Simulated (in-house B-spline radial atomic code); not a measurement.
Values are calculated unless marked as measured or tabulated.
## Softness against transferability: the 4s channel of Ag

Ag, [Kr] 4d10 5s1, non-relativistic PBE, spherical and spin-unpolarised, from an all-electron radial atomic-structure program (B-spline basis) (atomic units). The all-electron 4s level is ε = -3.224445 hartree, its outermost node lies just inside 0.47 bohr and its outer maximum at 0.85 bohr.

Troullier-Martins pseudo-orbitals are made for several radii. The cutoffs (hartree) are the plane-wave energies beyond which the orbital holds less than the named kinetic energy per electron. The phase error is the difference, pseudo minus all-electron, of arctan(R P'/P) at R = 1.49 bohr for all radii, half a hartree below and above the level.

```
r_c (bohr)  V_l(0) (hartree)  cutoff for 10 mEh  for 1 mEh  for 0.1 mEh  phase error at ε − 0.5 (mrad)  at ε + 0.5 (mrad)
      0.64            -59.97                255        435        > 450                          -20.9               -4.0
      0.74            -16.63                113        220          436                           -5.6               -0.8
      0.85              5.10               54.5        108          180                           -3.3               -0.4
      0.96              8.39               53.3       79.9          128                           -2.9               -0.4
      1.08              4.37               48.4         72          114                           -4.7               -0.6
      1.19              0.96               40.5       57.5         96.3                           -9.2               -1.2
```

Which radius needs the lowest cutoff for 1 mEh while both phase errors stay within 5.7 mrad?

The radii within that limit are 0.74, 0.85, 0.96, 1.08 bohr; of these r_c = 1.08 needs the least, 72 hartree, that is 144 Ry or 1959 eV.

What does the larger radius buy, and what does it cost?

From r_c = 0.64 to 1.19 bohr the cutoff for 1 mEh goes from 435 to 57.5 hartree, a factor of 7.57, against 3.46 for a pure 1/r_c² scaling, end to end; step by step it is 435, 220, 108, 79.9, 72, 57.5, and for 0.1 mEh > 450, 436, 180, 128, 114, 96.3; the number of plane waves goes as the cutoff to the power 3/2, here a factor of 20.8. The larger of the two phase errors is least at r_c = 0.96 bohr, 2.9 mrad; it is 20.9 at the smallest radius and 9.2 at the largest. These errors test the reference atom alone. The smallest radius lies well inside the outer maximum, where the nodeless form must bend sharply to keep the norm, so it is both harder and scatters less well than the next. Large radii also let the cores of neighbours overlap, which an atom doesn't show.
